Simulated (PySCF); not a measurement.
Ge(F)(Me) (CH3FGe), SMILES [CH3][Ge][F] (connectivity only; charge and spin as stated), neutral, multiplicity 1.

The structure is a stationary point at B3LYP-D3(BJ)/def2-TZVP.

Calculation: M06-2X/def2-TZVPD (PySCF).

Symmetry labels are those of the subgroup Cs that the program uses (full group Cs).

Computed valence orbital energies around the gap with their symmetry:
```
orbital  symmetry  energy (eV)
-------  --------  -----------
HOMO−7         A'       -21.47
HOMO−6         A'       -15.92
HOMO−5         A'       -13.55
HOMO−4         A"       -13.41
HOMO−3         A'       -12.84
HOMO−2         A"       -12.71
HOMO−1         A'       -11.86
HOMO           A'        -7.96
LUMO           A"        -1.61
LUMO+1         A'         0.51
LUMO+2         A'         0.74
LUMO+3         A'         1.38
```
